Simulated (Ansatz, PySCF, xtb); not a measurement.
Pair of molecules: CH4O (SMILES CO) (first 6 atoms) with CH2O2 (SMILES O=CO); geometry from B3LYP-D3(BJ)/def2-TZVP, rigid monomers moved along the line of their centres of mass till O2···H11 is 2.33 Å.
(charge 0, multiplicity 1):
```tsv
atom	x (Å)	y (Å)	z (Å)
C	-0.1896	-0.3503	0.1830
O	0.4893	-0.8055	1.3522
H	-0.9040	0.4454	0.4141
H	-0.7288	-1.2018	-0.2278
H	0.5196	0.0110	-0.5655
H	0.9374	-0.0547	1.7799
O	0.7840	1.0283	4.2370
C	-0.0264	0.3942	4.8743
O	-0.6821	-0.6735	4.4488
H	-0.3104	0.6477	5.9034
H	-0.3938	-0.8648	3.5126
```

Counterpoise-corrected where a basis set is named; no monomer relaxation. Rows marked so take none.

Rows in 3-21G, STO-3G carry no dispersion term and start afresh at each structure.

Programs: Ansatz (a program for electronic structure) with Gaussian orbitals; PySCF for 3-21G rows, STO-3G rows, the dispersion terms; xtb for the GFN methods. 

One of these levels gives -6.17 kcal/mol for the interaction energy. Name it.
A. B3LYP/3-21G (no counterpoise)
B. HF/STO-3G (no counterpoise)
C. GFN2-xTB
D. B3LYP-D3(BJ)/def2-TZVPPD

C, GFN2-xTB. The others give -3.66 (HF/STO-3G (no counterpoise)), -13.32 (B3LYP/3-21G (no counterpoise)), -7.48 (B3LYP-D3(BJ)/def2-TZVPPD)
